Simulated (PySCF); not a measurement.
Mayer bond orders and bond lengths

Compound: (BeS)4 ring, Be₄S₄.
Cartesian coordinates in Å at the PBE0-D3(BJ)/def2-SVP level; atoms count from 1:
```
atom  x, y, z in Å
Be1   -0.614   -1.259   -1.314
S2     0.944   -0.905   -2.338
Be3    1.563    0.352   -1.059
S4     2.151    1.591    0.252
Be5    0.614    1.259    1.314
S6    -0.944    0.905    2.338
Be7   -1.563   -0.352    1.059
S8    -2.151   -1.591   -0.252
```

Bond orders from the PBE0/pcSseg-1 density (PySCF). Isolated species at its PBE0-D3(BJ)/def2-SVP geometry, gas phase.

(1) Give the Mayer order of every bond, beside its length.

(2) Sum the orders of all bonds at each heavy atom with more than one neighbour.

## Answers

(1) 
```tsv
bond	length (Å)	Mayer order
Be1–S2	1.898	1.007
Be1–S8	1.898	1.007
S2–Be3	1.897	1.007
Be3–S4	1.897	1.007
S4–Be5	1.898	1.007
Be5–S6	1.898	1.007
S6–Be7	1.897	1.007
Be7–S8	1.897	1.007
```

(2) Be1 2.014, S2 2.014, Be3 2.014, S4 2.014, Be5 2.014, S6 2.014, Be7 2.014, S8 2.014. Orders between atoms that aren't bonded are not in these sums.

For a closed shell the Mayer order of atoms A and B is Σ (PS)μν (PS)νμ over the basis functions μ on A and ν on B, with P the density and S the overlap matrix.

The run behind these numbers computed NMR shieldings as well. On x86-64 server, one thread, on a shared host, this took 22 s wall.
